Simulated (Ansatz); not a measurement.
Species: 2-methylpropane-1-selenol, C4H10Se, net charge 0, singlet state. 
Structure (B3LYP-D3(BJ)/def2-TZVP (Ansatz, a quantum-chemistry and plane-wave program) minimum search):
```
C
H 1 1.0949
C 1 1.5260 2 107.76
H 3 1.0877 1 110.65 2 60.96
H 3 1.0897 4 109.04 1 -122.04
C 1 1.5286 2 108.36 3 -121.68
H 6 1.0912 1 112.00 2 58.05
H 6 1.0913 7 107.69 1 121.98
H 6 1.0933 7 107.69 8 116.16
C 1 1.5312 2 108.16 3 118.14
H 10 1.0916 1 110.75 2 60.72
H 10 1.0917 11 107.97 1 122.28
H 10 1.0932 11 107.73 12 116.36
Se 3 1.9878 4 106.78 5 -116.44
H 14 1.4711 3 94.68 4 41.05
```

Property: vertical triplet-singlet gap (E(triplet) - E(singlet); each state is the SCF solution reached for its spin), in kcal/mol. Correlated levels leave the core frozen unless marked. Open shells are spin-unrestricted. No spin-orbit coupling. Frozen are the shells of the preceding noble gas and the d and f shells that filled before the atom's block. No relativistic terms. CBS(X,Y): correlation extrapolated as X^-3; Hartree-Fock from the larger set. The bracket is a focal-point correction in the basis named.

| level | program | vertical triplet-singlet gap (kcal/mol) |
|---|---|---|
| r2SCAN/def2-TZVPD | Ansatz | 100.2 |

Problem. Estimate the value at RI-MP2/CBS(aug-cc-pVTZ,aug-cc-pVQZ)+[CCSD(T)-MP2]/aug-cc-pVTZ as computed with Ansatz.

Solution. 106.1 kcal/mol, so r2SCAN/def2-TZVPD differs from it by -5.9 kcal/mol.
